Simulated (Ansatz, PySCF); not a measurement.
Process, species as SMILES: SB(S)S [borotrithioic acid] + 3 [H][H] (H2) → B (BH3) + 3 S (H2S)
Geometries: B3LYP-D3(BJ)/def2-TZVP minima from Ansatz (an electronic-structure program), one conformer each, not searched for the lowest.

Wanted: energy of full hydrogenation (0 K, with B3LYP-D3(BJ) harmonic zero-point energies from PySCF), in kcal/mol. Valence correlation only, unless marked. Spin-orbit coupling is left out. Non-relativistic. CBS(X,Y): correlation extrapolated as X^-3; Hartree-Fock from the larger set (for Q and 5 zeta extrapolated as (X+1)exp(-9√X)).

CCSD(T)/CBS(cc-pV(Q+d)Z,cc-pV(5+d)Z) (Ansatz) gives 47.3 kcal/mol.

### Question
Another calculation gave 47.9 kcal/mol. Which level was it?
(A) B2GP-PLYP/def2-TZVPD (Ansatz)
(B) SVWN5/def2-TZVPD (Ansatz)
(C) r2SCAN/def2-TZVPD (Ansatz)
(D) r2SCAN0/def2-TZVPD (Ansatz)

### Answer
D, r2SCAN0/def2-TZVPD (Ansatz). The others give 45.0 (B2GP-PLYP), 55.5 (SVWN5), 51.6 (r2SCAN) kcal/mol.
